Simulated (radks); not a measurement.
These are the eigenvalues of the occupied orbitals of an atom or ion with whole-number occupations (eV). Calculated with a radial shooting solver on a logarithmic mesh with Libxc functionals: scalar-relativistic Kohn-Sham, AM05, spin-polarised, spherical densities, finite nucleus; Fermi nuclear charge, rms radius of each element as measured or else 0.836 A^(1/3) + 0.57 fm.

orbital  eigenvalue
1s up     -19807.30
1s down   -19807.29
2s up     -2807.814
2s down   -2807.366
2p up     -2512.457
2p down   -2512.109
3s up     -486.6767
3s down   -486.3846
3p up     -389.9429
3p down   -389.6161
3d up     -232.3217
3d down   -231.8561
4s up      -76.2525
4s down    -73.8657
4p up      -50.3980
4p down    -47.7723
4d up      -14.8474
5p up       -7.8404

Which element is it, and in what charge state? The configuration may be excited. Open shells, if any, are filled with parallel spins first.

Answer. Z = 42, molybdenum, charge +1: Mo+ in [Kr] 4d4 5p1. The list shows which subshells hold electrons but not how many an open one holds; the 1s level, -727.9 hartree, gives Z - s = 38.2 by -(Z - s)^2/2, which with screening and relativity narrows Z to a few neighbours, and the depths of the outer levels then fix element, charge and occupations together.
